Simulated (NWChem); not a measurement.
System: C4H7N; SMILES C(C)CC#N

```xyz
12

C     -0.0001     2.2996     0.0000
C     -0.5304     0.8636     0.0000
C      0.6163    -0.1702     0.0000
C      0.1332    -1.5545     0.0000
N     -0.2692    -2.6433     0.0000
H     -0.8258     3.0189     0.0000
H      0.6151     2.4980     0.8859
H      0.6151     2.4980    -0.8859
H     -1.1629     0.6933    -0.8790
H     -1.1629     0.6933     0.8790
H      1.2563    -0.0261     0.8801
H      1.2563    -0.0261    -0.8801
```
Atoms are numbered in this order, from 1.

Computed with NWChem. Pople sets run with spherical d functions. Coordinates come from a B3LYP/6-31G* (spherical d) optimisation. Level: B3LYP/6-31G* with SMD (1 M gas to 1 M solution), gas-phase geometry.

For solvent toluene:

```
Item                                         Value
-------------------------------------------  -----
solvation free energy (kcal/mol)              -4.7
cavity-dispersion-structure term (kcal/mol)   -0.9
dipole in solution (D)                        4.62
```

Q: What are these values for solvent water?

A: 
| Property | Value |
|---|---|
| solvation free energy (kcal/mol) | -2.7 |
| cavity-dispersion-structure term (kcal/mol) | 4.4 |
| dipole in solution (D) | 5.13 |
